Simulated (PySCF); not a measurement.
C$_{2}$H$_{6}$Be, charge -1, doublet, geometry from GFN2-xTB (such geometries of metal compounds can be far from the true shape) (a state made from the parent by changing its charge; the spin is typed, not shown lowest) (in this run its highest filled SCF level lies above zero, so its values depend strongly on the basis, on diffuse functions most of all), atoms displaced at random by about 0.1 Å a coordinate. Base run: PBE/6-31G run with PySCF.

Here is a job for PySCF.
```python
from pyscf import gto, scf, dft
from pyscf.geomopt import geometric_solver

mol = gto.Mole()
mol.atom = '''
    Be   -0.40319689    0.47488916   -0.55065487
    C     1.20256329    0.09538841   -0.95953874
    H     1.25917559   -1.09644614   -0.97634208
    H     2.11527674    0.39322070   -0.19452840
    H     1.67301600    0.53205786   -1.70701763
    C    -1.04439688   -0.40412730    0.99624669
    H    -0.99309492   -1.34099706    0.78811608
    H    -2.20304841   -0.10227816    1.39000133
    H    -0.44284398    0.01644655    1.95992048
'''
mol.basis = '6-31g'
mol.charge = -1
mol.spin = 1
mol.verbose = 3
mol.build()

def method(m):
    mf = dft.UKS(m)
    mf.xc = 'pbe'
    return mf

conv, mol_eq = geometric_solver.kernel(method(mol), maxsteps=100)
print('optimisation converged:', conv)
print(mol_eq.tostring(format='xyz'))
mf = method(mol_eq)
mf.kernel()
```

Variants of this job, named by their change:

```
change                          ΔE vs base (µEh)  optimiser steps  core-seconds (rough)
------------------------------  ----------------  ---------------  --------------------
base                                         0.0                9                    70
convergence_set = TURBOMOLE                 -0.1               13                   100
trust = 0.5                                  0.0                9                    60
coordsys = hdlc                              1.1               16                   100
convergence_set = GAU_TIGHT                 -0.2               20                   100
trust = 0.02                                 0.2               11                    90
convergence_set = NWCHEM_LOOSE               0.0                9                    60
```

Open shells are given as the SCF converged; they aren't shown to be the lowest states, and a large step between rows can be another state.
